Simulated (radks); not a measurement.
Valence configurations of Cu II (all share [Ar]). All-electron calculation, scalar-relativistic Kohn-Sham, SCAN, spin-polarised, spherical densities, finite nucleus; open shells are filled with parallel spins first; meta-GGA in the generalised Kohn-Sham scheme; Fermi nuclear charge, rms radius 3.8823 fm. Program: a radial shooting solver on a logarithmic mesh with Libxc functionals. Energies are relative to 3d10; eigenvalues in eV for spin up.

3d10: E (eV) 0.000; moment (Bohr magnetons) 0; e(3d) -13.671
3d9.5 4s0.5: E (eV) 1.243; moment (Bohr magnetons) 1; e(3d) -16.607; e(4s) -13.103
3d9.5 4p0.5: E (eV) 4.149; moment (Bohr magnetons) 1; e(3d) -17.450; e(4p) -7.630
3d9 4p1: E (eV) 9.150; moment (Bohr magnetons) 2; e(3d) -21.402; e(4p) -8.997
3d8 4p2: E (eV) 22.187; moment (Bohr magnetons) 4; e(3d) -29.890; e(4p) -11.193

NIST lists [Ar] 3d10 as the ground configuration; this level of theory agrees among the configurations tried. The energies are those of spherical high-spin densities, not of single terms. No valid solution was reached for [Ar] 3d9 4s1; [Ar] 3d8 4s2; [Ar] 3d7 4s2 4p1.
